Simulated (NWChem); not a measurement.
# AlH, singlet; SMILES [AlH]

All runs: NWChem. Low-valent species are run as closed-shell singlets; no triplet was tried in these runs. Each level has its own optimisation; frequencies are unscaled.

Q: Taking B3LYP/aug-cc-pVTZ as the yardstick, which of these has the fewest basis functions while keeping “r Al–H (Å)” within 0.005 Å of it: B3LYP/aug-cc-pVDZ; B3LYP/cc-pVDZ; B3LYP/cc-pVTZ?

A: B3LYP/cc-pVTZ.
| level | basis functions | r Al–H (Å) | relative time (rough) |
|---|---|---|---|
| B3LYP/cc-pVDZ | 23 | 1.679 | 1 |
| B3LYP/aug-cc-pVDZ | 36 | 1.676 | 2 |
| B3LYP/cc-pVTZ | 48 | 1.667 | 4 |
| B3LYP/aug-cc-pVTZ | 73 | 1.665 | 8 |

The yardstick is one finite set, not the basis-set limit.
